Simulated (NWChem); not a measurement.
SiH3O3F; SMILES O[Si](O)(O)F

```xyz
8

O      0.5819    -1.5223     0.2819
Si     0.0002    -0.0113     0.0545
O     -1.5330     0.0924     0.6131
O      0.9523     1.0796     0.8140
F     -0.0007     0.3135    -1.5324
H      0.0984    -2.2497    -0.1193
H     -1.9797     0.9395     0.5311
H      1.8806     1.1075     0.5667
```
Atoms are numbered in this order, from 1.

All runs: NWChem. Geometry: optimised at PBE0/def2-SVP. GIAO values for the isolated, static molecule; σ is the absolute isotropic shielding, δ = σ(reference) − σ with the isolated reference molecule computed at the same levels (19F: trichlorofluoromethane, 1H: tetramethylsilane, 17O: water, 29Si: tetramethylsilane).

For level KT2/pcSseg-1:

| Quantity | Value |
|---|---|
| δ O1 (ppm) | 41.9 |
| δ Si2 (ppm) | -67.4 |
| δ F5 (ppm) | -165.5 |

Question: How do the values read with level PBE/pcSseg-1 instead?

Answer: The δ O1 (ppm) is 45.7 and the δ Si2 (ppm) is -72.1. The δ F5 (ppm) is -158.7.
